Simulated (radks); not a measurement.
Q: The mean radii <r> (bohr) of the occupied orbitals of an atom or ion are listed with their occupations. Method: Dirac Kohn-Sham, LB94 model potential, spin-unpolarised, spherical densities, finite nucleus; Fermi nuclear charge, rms radius of each element as measured or else 0.836 A^(1/3) + 0.57 fm; computed with a radial shooting solver on a logarithmic mesh with Libxc functionals.

| orbital | occ. | <r> |
|---|---|---|
| 1s1/2 | 2 | 0.03106 |
| 2s1/2 | 2 | 0.1337 |
| 2p1/2 | 2 | 0.1133 |
| 2p3/2 | 4 | 0.1183 |
| 3s1/2 | 2 | 0.3524 |
| 3p1/2 | 2 | 0.3407 |
| 3p3/2 | 4 | 0.3501 |
| 3d3/2 | 4 | 0.3140 |
| 3d5/2 | 2 | 0.3169 |

Name the element and its charge. Open shells, if any, fill j = l - 1/2 first.

A: Z = 47, silver, charge +23: Ag23+ in [Ar] 3d6. The 1s radius gives Z: for a bare nucleus <r> = (2 gamma + 1)/(2Z) with gamma = sqrt(1 - (Z/c)^2), 0.03062 bohr for Z = 47, and screening makes it slightly larger (0.03106 here). The occupations add up to 24, and the charge is Z minus that.
